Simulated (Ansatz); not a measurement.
Consider the ligand exchange at a B–Cl bond: `O=C=NB(F)Cl` + H–F → `O=C=NB(F)F` + HCl.

Isolated molecules relaxed with PBE0-D4/def2-TZVP in Ansatz; ΔE leaves out vibrations. CCSD(T)/CBS adds triple-zeta CCSD(T) − MP2 to the extrapolated MP2 energy (def2 sets, frozen cores). This one scheme is used for every species. Each species was taken in one conformer, which may not be the lowest.

| level | ΔE (eV) |
| --- | --- |
| CCSD/def2-SVP | -0.77 |
| HF/def2-TZVPP | -0.83 |

(1) What does CCSD(T)/CBS give? (Estimate.)

Largest T1 diagnostic among the species: 0.016.

Results:

(1) Computed: -0.59 eV. The listed levels differ from it by -0.18, -0.24 eV.

At CCSD(T), def2-SVP lies −0.16 eV from the extrapolated value and def2-TZVPP −0.05 eV. From BLYP to BHLYP (50 % exact exchange), in def2-TZVPP and without D4, ΔE moves by −0.06 eV. The D4 term adds +0.05 eV with B3LYP and +0.03 eV with PBE0; it sums over pairs of atoms, weighted by their polarisabilities, and B3LYP, whose exchange is more repulsive, gets the larger term.

B3LYP here is the variant with VWN-RPA as its local correlation; programs differ in this.
